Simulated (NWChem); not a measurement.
C₆H₁₃, doublet; SMILES C[CH]CC(C)C

```xyz
19

C      0.1292    -2.8189     0.3007
C      0.0178    -1.5030    -0.3775
C      0.5205    -0.2515     0.2506
C     -0.0388     1.0432    -0.3513
C      0.6843     2.2649     0.2042
C     -1.5459     1.1507    -0.1435
H     -0.1646    -2.7559     1.3629
H     -0.4940    -3.5878    -0.1806
H      1.1703    -3.2054     0.2950
H     -0.1912    -1.4848    -1.4539
H      0.3121    -0.2684     1.3388
H      1.6311    -0.2180     0.1798
H      0.1515     1.0027    -1.4408
H      0.3015     3.1960    -0.2422
H      0.5462     2.3406     1.2961
H      1.7673     2.2188     0.0088
H     -1.7880     1.2154     0.9309
H     -1.9559     2.0488    -0.6318
H     -2.0716     0.2726    -0.5489
```
Atoms are numbered in this order, from 1.

Results from NWChem. Spin-unrestricted. The geometry was optimised at PBE0/def2-SVP, spin-unrestricted. Not confirmed as a minimum by frequencies. No stability test was run on the SCF state. Level: PBE/def2-SVP with COSMO at NWChem's default radii, gas-phase geometry; rows give the dielectric constant. Reactions with the solvent are ignored.

```tsv
dielectric constant	electrostatic solvation energy (kcal/mol)	dipole in solution (D)
1.5	-0.2	0.32
2.0	-0.3	0.34
2.4	-0.4	0.35
20.7	-0.7	0.42
78.4	-0.7	0.42
```
